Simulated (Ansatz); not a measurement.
`CS[Si]Cl` + CH₄ → `C[Si]SC` + HCl  (formal exchange of groups at the Si–Cl bond)

Computed with Ansatz on PBE0-D4/def2-TZVP structures; ΔE is electronic, products minus reactants. CCSD(T)/CBS is extrapolated from def2-TZVPP and def2-QZVPP, frozen cores. Functionals use def2-TZVPP. Each species was taken in one conformer, which may not be the lowest.

```tsv
species	r2SCAN energy (Eh)
`CS[Si]Cl`	-1187.78548
CH₄	-40.50087
`C[Si]SC`	-767.44874
HCl	-460.78587
```

Work out ΔE.

ΔE = (-767.44874) + (-460.78587) − (-1187.78548) − (-40.50087) = 0.05174 Eh = +135.8 kJ/mol. CCSD(T)/CBS gives +130.6 kJ/mol.

Largest T1 diagnostic among the species: 0.014.
